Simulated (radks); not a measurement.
The numbers below are computed, except where a source is named.
Q: The mean radii <r> (bohr) of the occupied orbitals of an atom or ion are listed with their occupations. Code: a radial shooting solver on a logarithmic mesh with Libxc functionals. Model: scalar-relativistic Kohn-Sham, LDA (Slater exchange, Perdew-Wang correlation), spin-polarised, spherical densities, finite nucleus; Fermi nuclear charge, rms radius of each element as measured or else 0.836 A^(1/3) + 0.57 fm.

| orbital | occ. | <r> |
|---|---|---|
| 1s down | 1 | 0.02003 |
| 1s up | 1 | 0.02003 |
| 2s up | 1 | 0.08494 |
| 2s down | 1 | 0.08494 |
| 2p up | 3 | 0.07543 |
| 2p down | 3 | 0.07543 |
| 3s up | 1 | 0.2212 |
| 3s down | 1 | 0.2212 |
| 3p up | 3 | 0.2205 |
| 3p down | 3 | 0.2204 |
| 3d up | 5 | 0.1999 |
| 3d down | 5 | 0.1999 |
| 4s up | 1 | 0.4981 |
| 4s down | 1 | 0.4981 |
| 4p up | 3 | 0.5287 |
| 4p down | 3 | 0.5288 |
| 4d up | 5 | 0.5718 |
| 4d down | 5 | 0.5719 |
| 5s up | 1 | 1.231 |
| 5s down | 1 | 1.231 |
| 5p up | 3 | 1.479 |
| 5p down | 3 | 1.477 |
| 4f up | 7 | 0.8085 |
| 4f down | 6 | 0.8115 |
| 5d up | 1 | 2.912 |

Name the element and its charge. Open shells, if any, are filled with parallel spins first.

A: Z = 69, thulium, charge +1: Tm+ in [Xe] 4f13 5d1. The 1s radius gives Z: for a bare nucleus <r> = (2 gamma + 1)/(2Z) with gamma = sqrt(1 - (Z/c)^2), 0.01977 bohr for Z = 69, and screening makes it slightly larger (0.02003 here). The occupations add up to 68, and the charge is Z minus that.
